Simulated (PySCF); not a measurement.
Species: `C[C@@]1(F)CO[C@@H]1C(F)=C(F)F`. The columns A, B, C and D hold Mulliken, IAO, Hirshfeld and ESP-fitted charges (e) of one PBE0/pcSseg-1 density (PySCF), in a shuffled order. Coordinates in Å (GFN2-xTB); the density's dipole moment is (-3.11, 0.28, -0.07) D.

| atom | x | y | z | A | B | C | D |
| --- | --- | --- | --- | --- | --- | --- | --- |
| C1 | -1.943 | 1.034 | -0.130 | -0.626 | -0.124 | -0.441 | -0.187 |
| C2 | -0.701 | 0.289 | 0.303 | +0.346 | +0.101 | +0.298 | -0.079 |
| F3 | -0.042 | 1.028 | 1.258 | -0.255 | -0.106 | -0.318 | -0.309 |
| C4 | -0.835 | -1.193 | 0.675 | +0.088 | -0.009 | -0.073 | +0.177 |
| O5 | -0.036 | -1.574 | -0.451 | -0.427 | -0.165 | -0.413 | -0.487 |
| C6 | 0.241 | -0.226 | -0.821 | +0.160 | +0.024 | +0.050 | +0.115 |
| C7 | 1.682 | 0.162 | -0.707 | +0.023 | +0.025 | +0.168 | +0.143 |
| F8 | 2.126 | 0.986 | -1.676 | -0.165 | -0.083 | -0.262 | -0.268 |
| C9 | 2.526 | -0.214 | 0.249 | +0.308 | +0.151 | +0.526 | +0.583 |
| F10 | 3.797 | 0.137 | 0.324 | -0.121 | -0.063 | -0.229 | -0.235 |
| F11 | 2.201 | -1.010 | 1.250 | -0.111 | -0.046 | -0.232 | -0.230 |
| H12 | -2.481 | 0.466 | -0.883 | +0.172 | +0.054 | +0.154 | +0.123 |
| H13 | -2.587 | 1.190 | 0.733 | +0.181 | +0.051 | +0.158 | +0.134 |
| H14 | -1.663 | 2.003 | -0.538 | +0.189 | +0.051 | +0.159 | +0.135 |
| H15 | -0.357 | -1.458 | 1.621 | +0.062 | +0.041 | +0.155 | +0.130 |
| H16 | -1.842 | -1.609 | 0.622 | +0.075 | +0.050 | +0.143 | +0.117 |
| H17 | -0.092 | 0.002 | -1.839 | +0.101 | +0.050 | +0.157 | +0.135 |

Task: Which column most likely holds the ESP-fitted charges?

Result: A. Σ q r misses the density's dipole by 0.04 D (A), 1.38 D (B), 1.63 D (C), 2.14 D (D). Charges fitted to the outside potential are the only set here that is tied to the molecule's multipoles.

Task: And the Hirshfeld charges?

Result: B. The mean sizes are 0.070 e (B), 0.201 e (A), 0.211 e (D), 0.231 e (C), and Hirshfeld charges are commonly the smallest of these schemes.

As computed, A = ESP-fitted, B = Hirshfeld, C = IAO, D = Mulliken. Hydrogens on carbon: ESP-fitted +0.06 to +0.19, Hirshfeld +0.04 to +0.05, IAO +0.14 to +0.16, Mulliken +0.12 to +0.14 e.

The ESP scheme fits charges at the nuclei, held to the total charge, to the electrostatic potential on points at 1.4 to 2.0 times the van der Waals radii. The Mulliken scheme gives each basis function's population to the atom it is centred on and halves the overlap population of two atoms between them.

Isolated species at its GFN2-xTB geometry (one conformer only).

Shape of the structure used: `[CH3:1][C@@:2]1([F:3])[CH2:4][O:5][C@@H:6]1[C:7]([F:8])=[C:9]([F:10])[F:11]`: O5–C6–C7–F8 142°.
